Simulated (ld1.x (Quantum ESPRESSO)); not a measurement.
**Ru (Z = 44): variants of one TM potential**

Base potential:

```
Element                 : Ru
Generator               : ld1.x (Quantum ESPRESSO) 7.5
Type                    : norm-conserving Troullier–Martins (Kleinman–Bylander form)
Functional              : LDA (PZ)
Relativity              : scalar-relativistic
Frozen core             : [Kr]
Valence charge          : 8
Reference configuration : 4d7.5 5s0.5 5p0
Partial waves           : 5p (bound, empty): rc 4.20 bohr; 4d (bound): rc 1.25 bohr; 5s (bound): rc 2.55 bohr
Local potential         : the s channel
Core correction         : Bessel-smoothed model core, default radius (core density twice the valence density)
```

Cutoffs, loose and tight: the cutoffs (Ry, on a coarse ladder) from which the occupation-weighted sum of valence levels, in a spherical-Bessel basis at the reference potential, stays within 10 and 1 mRy of its value at 400 Ry. They do not see the model core or the augmentation charge, which bear on the density cutoff. Test errors are all-electron minus pseudo excitation energies from the reference, over the configurations 4d7 5s1 5p0; 4d7 5s0 5p0; 4d6 5s0 5p0; 4d6 5s2 5p0; 4d6 5s1 5p1; 4d6 5s1 5p0; 4d7 5s0 5p1 (two spin-polarised tests are not counted in the largest error). A dash means not determined; rows that change the core or the reference have their own tests. The largest error is taken over the tests solved by every variant that gives reliable tests at all: 4d6 5s1 5p0; 4d6 5s1 5p1; 4d6 5s2 5p0; 4d7 5s0 5p1; 4d7 5s1 5p0.

A true bound ghost makes a file unfit for plane-wave use even where its test errors are small: the radial tests pick states by their node count and pass the ghost by.

```tsv
change	outcome	cutoff, loose	cutoff, tight	bound ghosts	largest test error (meV)
base	generated	70 Ry	80 Ry	none	-245
wave 5s (bound): rc 2.55 bohr becomes 5s (bound): rc 1.96 bohr	generated	70 Ry	80 Ry	none	-152
wave 5s (bound): rc 2.55 bohr becomes 5s (bound): rc 2.12 bohr	generated	70 Ry	80 Ry	none	-196
wave 5s (bound): rc 2.55 bohr becomes 5s (bound): rc 2.32 bohr	generated	70 Ry	80 Ry	none	-232
wave 5s (bound): rc 2.55 bohr becomes 5s (bound): rc 2.60 bohr	generated	70 Ry	80 Ry	none	-244
wave 5s (bound): rc 2.55 bohr becomes 5s (bound): rc 2.90 bohr	generated	70 Ry	80 Ry	none	-224
wave 5s (bound): rc 2.55 bohr becomes 5s (bound): rc 3.04 bohr	generated	70 Ry	80 Ry	none	-211
wave 5s (bound): rc 2.55 bohr becomes 5s (bound): rc 3.32 bohr	generated	70 Ry	80 Ry	none	-189
wave 5s (bound): rc 2.55 bohr becomes 5s (bound): rc 3.66 bohr	generated	70 Ry	80 Ry	none	-149
wave 5s (bound): rc 2.55 bohr becomes 5s (bound): rc 3.76 bohr	generated	70 Ry	80 Ry	none	-137
```

Problem. What comes out with this change to the base: wave 5s (bound): rc 2.55 bohr becomes 5s (bound): rc 1.72 bohr?

Solution. outcome: generated; cutoff, loose: 70 Ry; cutoff, tight: 90 Ry; bound ghosts: p; largest test error (meV): +92.

Reading the sweep of the s radius (base included, trends over the rows without a ghost): The loose cutoff stays near 70 Ry. The median size of the test errors (rows with all tests solved) is not monotonic: lowest 60.1 meV at 3.76 bohr, highest 213.9 meV at 2.55 bohr. Bound ghosts are found at 1.72 bohr.
